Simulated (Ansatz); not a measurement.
Isolated molecules relaxed with PBE0-D4/def2-TZVP in Ansatz; ΔE leaves out vibrations. CCSD(T)/CBS is the MP2 limit (def2-TZVPP, def2-QZVPP) plus CCSD(T) − MP2 in def2-TZVPP, frozen cores. DFT in def2-TZVPP. B3LYP here is the variant with VWN-RPA as its local correlation; programs differ in this. Each species was taken in one conformer, which may not be the lowest.

Consider the redistribution: `O[SiH2][SiH]1CO1` + `O[Si](F)(F)F` → `O[SiH2][Si](O)(F)F` + `F[SiH]1CO1`.

| level | ΔE (kcal/mol) |
| --- | --- |
| PBE-D4 | 4.8 |
| r2SCAN-D4 | 6.4 |
| PBE0-D4 | 5.7 |
| PBE | 4.6 |
| B3LYP | 3.6 |
| CCSD/def2-TZVPP | 5.9 |
| MP2/CBS(def2) | 5.6 |
| CCSD/CBS(def2) | 5.3 |

Question: What does CCSD(T)/CBS give? (Best estimate.)

Answer: Computed: +5.7 kcal/mol. The listed levels differ from it by -0.9, 0.7, 0.0, -1.1, -2.1, 0.2, -0.1, -0.4 kcal/mol.

Largest T1 diagnostic among the species: 0.014.

In def2-TZVPP, CCSD(T) changes the Hartree–Fock value by +1.9 kcal/mol (the triples alone add +0.4 kcal/mol) and MP2 by +1.8 kcal/mol. From PBE to PBE0 (25 % exact exchange), in def2-TZVPP and without D4, ΔE moves by +0.9 kcal/mol.
